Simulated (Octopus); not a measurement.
**Setting up AlNH2ClF (SMILES [NH2][Al]([F])[Cl]) in Octopus**

The species is AlNH2ClF (6 atoms), meant as a singlet with charge 0. As SMILES, `[NH2][Al]([F])[Cl]`. The coordinates come from a PBE0-D4/def2-TZVP relaxation.

```xyz
6

N    -0.1193    0.9932   -0.0181
Al    0.1455   -0.7285    0.1000
F     1.0348   -1.3349    1.3388
Cl   -0.6481   -2.0387   -1.3059
H     0.2393    1.6722    0.6325
H    -0.6521    1.4366   -0.7472
```

Settings wanted:

```yaml
method: DFT
functional: PBE
xc_typed: yes
pseudopotentials: pseudodojo_lda
grid_spacing: 0.170025 angstrom
box: minimum
box_margin: 4.99998 angstrom
stencil_order: 4
potential_filter: filter_TS
poisson: isf
sic: sic_none
dispersion: none
reference: RKS
relativity: scalar, in the pseudopotentials
solvent_model: none
extra_states: 0
mixing: broyden
mixing_beta: 0.3
starting_guess: lcao_full
density_conv: 1e-06
iteration_cap: 80
task: gradient
property: dipole
```

Problem. Give an Octopus 16.4 job that does this.

Solution. This one ran through:

geometry.xyz:
```
6

N     -0.119317     0.993250    -0.018117
Al     0.145483    -0.728450     0.099983
F      1.034783    -1.334850     1.338783
Cl    -0.648117    -2.038750    -1.305917
H      0.239283     1.672150     0.632483
H     -0.652117     1.436650    -0.747217
```

input:
```
CalculationMode = gs
UnitsOutput = eV_Angstrom
FromScratch = yes
ExperimentalFeatures = yes

XYZCoordinates = "geometry.xyz"
PseudopotentialSet = pseudodojo_lda

Radius = 9.4486
Spacing = 0.3213

XCFunctional = gga_x_pbe + gga_c_pbe

MaximumIter = 80
```

```bash
$ OMP_NUM_THREADS=1 octopus > gs.log
```

Calculated total energy: -55.28452 Eh.
